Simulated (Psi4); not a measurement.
C6H4Cl, doublet, at a GFN2-xTB geometry; Psi4 with REVPBE/6-31G*.

Psi4 was given this input:
```
memory 2 GB

molecule mol {
0 2
Cl    2.177078   -0.591861   -0.072876
C     0.500236   -0.172433   -0.017056
C    -0.488838   -1.110944    0.005753
C    -1.818750   -0.828699    0.049594
C    -2.194145    0.514788    0.072750
C    -1.219601    1.496674    0.050765
C     0.124006    1.170977    0.006126
H    -2.564645   -1.608234    0.066182
H    -3.241350    0.775637    0.107601
H    -1.508291    2.537416    0.068637
H     0.886510    1.934632   -0.011115
}

set {
  basis 6-31g*
  reference uks
  scf_type pk
  puream true
  d_convergence 1e-8
  dft_radial_points 99
  dft_spherical_points 590
}

energy('revpbe')
print_variables()
```

What the program printed (banner, timings and long lists left out):

```
   => Loading Basis Set <=

    Name: 6-31G*
    Role: ORBITAL
    Keyword: BASIS

         ---------------------------------------------------------
                                   SCF
               by Justin Turney, Rob Parrish, Andy Simmonett
                          and Daniel G. A. Smith
                              UKS Reference
         ---------------------------------------------------------

  ==> Geometry <==

    Molecular point group: c1
    Full point group: C1

    Geometry (in Angstrom), charge = 0, multiplicity = 2:

       Center              X                  Y                   Z               Mass
    ------------   -----------------  -----------------  -----------------  -----------------
         CL           2.100620967375    -0.554163625808    -0.070172479947    34.968852682000
         C            0.423778967375    -0.134735625808    -0.014352479947    12.000000000000
         C           -0.565295032625    -1.073246625808     0.008456520053    12.000000000000
         C           -1.895207032625    -0.791001625808     0.052297520053    12.000000000000
         C           -2.270602032625     0.552485374192     0.075453520053    12.000000000000
         C           -1.296058032625     1.534371374192     0.053468520053    12.000000000000
         C            0.047548967375     1.208674374192     0.008829520053    12.000000000000
         H           -2.641102032625    -1.570536625808     0.068885520053     1.007825032230
         H           -3.317807032625     0.813334374192     0.110304520053     1.007825032230
         H           -1.584748032625     2.575113374192     0.071340520053     1.007825032230
         H            0.810052967375     1.972329374192    -0.008411479947     1.007825032230

  Running in c1 symmetry.

  Rotational constants: A =      0.20597  B =      0.05256  C =      0.04187 [cm^-1]
  Rotational constants: A =   6174.68642  B =   1575.66850  C =   1255.33076 [MHz]
  Nuclear repulsion =  305.293296547581519

  Charge       = 0
  Multiplicity = 2
  Electrons    = 57
  Nalpha       = 29
  Nbeta        = 28

  ==> Algorithm <==

  SCF Algorithm Type is PK.
  DIIS enabled.
  MOM disabled.
  Fractional occupation disabled.
  Guess Type is SAD.
  Energy threshold   = 1.00e-06
  Density threshold  = 1.00e-08
  Integral threshold = 1.00e-12

  ==> Primary Basis <==

  Basis Set: 6-31G*
    Blend: 6-31G*
    Number of shells: 52
    Number of basis functions: 110
    Number of Cartesian functions: 117
[...]
      Ntotal   =   57.0000002748 ; deviation = 2.748e-07

   @Spin Contamination Metric:   6.794611808E-03
   @S^2 Expected:                7.500000000E-01
   @S^2 Observed:                7.567946118E-01
   @S   Expected:                5.000000000E-01
   @S   Observed:                5.000000000E-01

    Orbital Energies [Eh]
    ---------------------

    Alpha Occupied:

[...]
    Alpha Virtual:

[...]
    Beta Occupied:

[...]
      28A     -0.217512

    Beta Virtual:

[...]
     110A      3.300692

    Final Occupation by Irrep:
              A
    DOCC [    28 ]
    SOCC [     1 ]
    NA   [    29 ]
    NB   [    28 ]

  @UKS Final Energy:  -690.98866072675878

   => Energetics <=

    Nuclear Repulsion Energy =            305.2932965475815195
    One-Electron Energy =               -1551.3011008541188858
    Two-Electron Energy =                 617.2131474277719008
    DFT Exchange-Correlation Energy =     -62.1940038479933364
    Empirical Dispersion Energy =           0.0000000000000000
    VV10 Nonlocal Energy =                  0.0000000000000000
    Total Energy =                       -690.9886607267587806

  UHF NO Occupations:
  HONO-2 :   27  A 1.9994460
  HONO-1 :   28  A 1.9975882
  HONO-0 :   29  A 1.0000000
  LUNO+0 :   30  A 0.0024118
  LUNO+1 :   31  A 0.0005540
  LUNO+2 :   32  A 0.0001790
  LUNO+3 :   33  A 0.0001062

Computation Completed

Properties will be evaluated at   0.000000,   0.000000,   0.000000 [a0]

Properties computed using the SCF density matrix

 Multipole Moments:

 ------------------------------------------------------------------------------------
     Multipole            Electronic (a.u.)      Nuclear  (a.u.)        Total (a.u.)
 ------------------------------------------------------------------------------------

 L = 1.  Multiply by 2.5417464519 to convert [e a0] to [Debye]
 Dipole X            :          7.5062274           -8.2355263           -0.7292990
 Dipole Y            :         -3.5977721            4.0605345            0.4627625
 Dipole Z            :         -0.2645485            0.2912175            0.0266689
 Magnitude           :                                                    0.8641396

 ------------------------------------------------------------------------------------

  Variable Map:
  ----------------------------------------------------------------------------
[...]
  Array Variable Map:
  ----------------------------------------------------------------------------
[...]
[...]
```
